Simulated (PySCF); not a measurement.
dialuminium oxide (Al₂O), SMILES [Al][O][Al] (connectivity only; charge and spin as stated), neutral, multiplicity 1.

Geometry: r2SCAN-D4/def2-TZVP.

The numbers are results of TDA-PBE/def2-TZVPD in PySCF, not measurements.

Vertical excitations; the highest root listed may be one member of a degenerate set. The molecule is in vacuum. State labels are in the subgroup D2h.

```json
[
 {"state": "S1", "symmetry": "B3u", "energy (eV)": "3.76", "λ (nm)": "330", "f": "0.072", "main pairs": "HOMO→LUMO, HOMO−1→LUMO+3 (degenerate set)"},
 {"state": "S2", "symmetry": "B2u", "energy (eV)": "3.76", "λ (nm)": "330", "f": "0.072", "main pairs": "HOMO→LUMO+1, HOMO−1→LUMO+2 (degenerate set)"},
 {"state": "S3", "symmetry": "B2g", "energy (eV)": "3.91", "λ (nm)": "317", "f": "0.000", "main pairs": "HOMO→LUMO+3, HOMO−1→LUMO (degenerate set)"},
 {"state": "S4", "symmetry": "B3g", "energy (eV)": "3.91", "λ (nm)": "317", "f": "0.000", "main pairs": "HOMO→LUMO+2, HOMO−1→LUMO+1 (degenerate set)"},
 {"state": "S5", "symmetry": "B1u", "energy (eV)": "5.27", "λ (nm)": "235", "f": "0.360", "main pairs": "HOMO→LUMO+4 93 %"},
 {"state": "S6", "symmetry": "B3g", "energy (eV)": "5.40", "λ (nm)": "230", "f": "0.000", "main pairs": "HOMO−1→LUMO+1, HOMO→LUMO+2 (degenerate set)"},
 {"state": "S7", "symmetry": "B2g", "energy (eV)": "5.40", "λ (nm)": "230", "f": "0.000", "main pairs": "HOMO−1→LUMO, HOMO→LUMO+3 (degenerate set)"},
 {"state": "S8", "symmetry": "B2u", "energy (eV)": "5.68", "λ (nm)": "218", "f": "0.818", "main pairs": "HOMO−1→LUMO+2, HOMO→LUMO+1 (degenerate set)"},
 {"state": "S9", "symmetry": "B3u", "energy (eV)": "5.68", "λ (nm)": "218", "f": "0.818", "main pairs": "HOMO−1→LUMO+3, HOMO→LUMO (degenerate set)"},
 {"state": "S10", "symmetry": "B1u", "energy (eV)": "5.70", "λ (nm)": "218", "f": "0.366", "main pairs": "HOMO→LUMO+5 98 %"},
 {"state": "T1", "symmetry": "B2u", "energy (eV)": "2.72", "λ (nm)": "456", "f": "0", "main pairs": "HOMO→LUMO+1 (degenerate set)"},
 {"state": "T2", "symmetry": "B3u", "energy (eV)": "2.72", "λ (nm)": "456", "f": "0", "main pairs": "HOMO→LUMO (degenerate set)"},
 {"state": "T3", "symmetry": "B3g", "energy (eV)": "2.97", "λ (nm)": "418", "f": "0", "main pairs": "HOMO→LUMO+2, HOMO−1→LUMO+1 (degenerate set)"},
 {"state": "T4", "symmetry": "B2g", "energy (eV)": "2.97", "λ (nm)": "418", "f": "0", "main pairs": "HOMO→LUMO+3, HOMO−1→LUMO (degenerate set)"}
]
```
Triplets are in the Tamm–Dancoff approximation.
